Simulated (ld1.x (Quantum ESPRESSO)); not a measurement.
In (Z = 49): one change to a TM potential, before and after

ld1.x (Quantum ESPRESSO) 7.5 input, shortened:

```
&input
   title='In', zed=49., rel=2, dft='REVPBE', iswitch=3,
   config='[Kr] 4d10 5s2 5p1', rel_dist='average'
 /
 &inputp
   pseudotype=2, tm=.true., lloc=0,
   nlcc=.true., new_core_ps=.true., rcore=2.10
 /
2
5P  2  1   1.00   0.00  2.45  2.45  0.0
5S  1  0   2.00   0.00  2.10  2.10  0.0
 &test
   configts(1)='5s2 5p1'
 /
```

Open shells are filled in proportion to 2j + 1 (rel_dist='average').

Change: wave 5s (bound): rc 2.10 bohr becomes 5s (bound): rc 1.84 bohr.

Cutoffs: the cutoffs (Ry, on a coarse ladder) from which the occupation-weighted sum of valence levels, in a spherical-Bessel basis at the reference potential, stays within 10 and 1 mRy of its value at 400 Ry; they do not see the model core or the augmentation charge, which bear on the density cutoff. Errors are all-electron minus pseudo energies relative to the spin-unpolarised reference configuration.

What does the change do?

The potential gets harder (18 Ry and 30 Ry → 18 Ry and 45 Ry); the errors of the 7 common tests hardly move; neither file shows a bound ghost. A smaller radius makes the pseudo-wave follow the all-electron one further in, where it bends more sharply, so more plane waves are needed.

| quantity | base | changed |
| --- | --- | --- |
| cutoff, loose | 18 Ry | 18 Ry |
| cutoff, tight | 30 Ry | 45 Ry |
| loose cutoff by channel (10 mRy a level) | p 6 Ry, s 8 Ry | p 6 Ry, s 12 Ry |
| bound ghosts | none | none |
| error for 5s2 5p0, meV [ΔE 5.29 eV] | -15 | -15 |
| error for 5s1 5p0, meV [ΔE 24.37 eV] | -216 | -215 |
| error for 5s2 5p0.5, meV [ΔE 1.91 eV] | -2.4 | -2.3 |
| error for 5s1 5p1, meV [ΔE 11.86 eV] | -62 | -62 |
| error for 5s0 5p3, meV [ΔE 11.87 eV] | -93 | -97 |
| error for 5s1 5p2, meV [ΔE 5.81 eV] | -23 | -24 |
| error for 5s2 5p1.3, meV [ΔE -0.52 eV] | -0.3 | -0.3 |
| s: phases at 2.66 bohr within 0.05 rad from the reference energy up to (Ry; the scan ends near 5) | 2.7 | 2.4 |
| p1/2: phases at 2.66 bohr within 0.05 rad from the reference energy up to (Ry; the scan ends near 5) | 3.9 | 4.0 |
| p3/2: phases at 2.66 bohr within 0.05 rad from the reference energy up to (Ry; the scan ends near 5) | 3.7 | 3.7 |
